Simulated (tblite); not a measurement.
Run record: tight-binding relaxation, `C=C(C)[P@@H+](P)CC`.

Computed with GFN2-xTB geometry optimisation, gas phase (tblite 0.8.0). Start geometry: from a force field or distance geometry. The command runs a driver script over a list of jobs; the input below is this job's line of settings and its coordinates in Å.

Command:
```bash
OMP_NUM_THREADS=1 python probes_run.py task.json out
```

Input:
```
{"job": {"kind": "relax", "xc": "GFN2-xTB", "basis": "xTB"}, "charge": 1, "multiplicity": 1}
C     -2.041900    -0.797700    -1.393200
C     -1.314500    -0.442400    -0.355900
C     -1.743100    -0.619500     1.069900
P      0.302800     0.268700    -0.664400
P     -0.042100     2.388800    -0.830900
C      1.382500    -0.011200     0.756500
C      2.779900    -0.443300     0.398200
H     -3.047700    -1.232100    -1.278300
H     -1.631800    -0.634000    -2.387900
H     -1.699100     0.344200     1.587700
H     -1.055800    -1.315100     1.586400
H     -2.778000    -1.067700     1.089400
H      0.800400    -0.284100    -1.844700
H     -0.690100     2.784000     0.415600
H     -1.019100     2.582700    -1.905000
H      0.892800    -0.726800     1.447400
H      1.472600     0.969800     1.290900
H      2.864400    -0.807200    -0.640600
H      3.039100    -1.305900     1.055300
H      3.523500     0.359500     0.600800
```

Output:
```
step      E/eV     max force
  0    -595.71198    2.092
  1    -595.95183    1.676
  2    -596.18516    1.217
  3    -596.30567    0.846
  4    -596.41064    0.708
  5    -596.45515    0.502
  6    -596.47525    0.336
  7    -596.48519    0.268
  8    -596.49397    0.230
  9    -596.50067    0.173
... (135 lines left out)
145    -596.76213    0.012
146    -596.76216    0.012
147    -596.76219    0.015
148    -596.76222    0.012
149    -596.76225    0.013
150    -596.76227    0.010
151    -596.76230    0.011
152    -596.76232    0.013
153    -596.76233    0.012
154    -596.76235    0.009
```

«max force» is the largest atomic force in eV/Å.

Question: From which step on does the largest force stay under 0.1 eV/Å, and how much energy is left to gain from there?

Answer: From step 97 (0.090 eV/Å), 14.0 meV above the end.

Summary of the converged run: energy lowered by 24.2 kcal/mol over 154 steps; largest atomic force 0.009 eV/Å at the end.

On one thread, Arm Neoverse V1 (aarch64), no GPU, shared host with 64 logical CPUs at a one-minute load of 14, this took 1.2 s.
Labels such as C1 count atoms from 1, the log's own numbers from 0.
